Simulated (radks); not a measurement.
Charge is removed step by step from the 5s down level of neutral strontium, starting from [Kr] 5s(up 1, down 1). All-electron calculation, scalar-relativistic Kohn-Sham, PBE, spin-polarised, spherical densities, finite nucleus; Fermi nuclear charge, rms radius 4.224 fm. Program: a radial shooting solver on a logarithmic mesh with Libxc functionals.

| removed (e) | E - E(0) (eV) | eigenvalue (eV) |
|---|---|---|
| 0 | 0.000 | -3.526 |
| 0.125 | 0.474 | -4.054 |
| 0.25 | 1.014 | -4.589 |
| 0.375 | 1.621 | -5.132 |
| 0.5 | 2.297 | -5.682 |
| 0.625 | 3.042 | -6.243 |
| 0.75 | 3.858 | -6.817 |
| 0.875 | 4.747 | -7.394 |

The mean slope of the eigenvalue, de/dn, is 4.42 eV per electron.
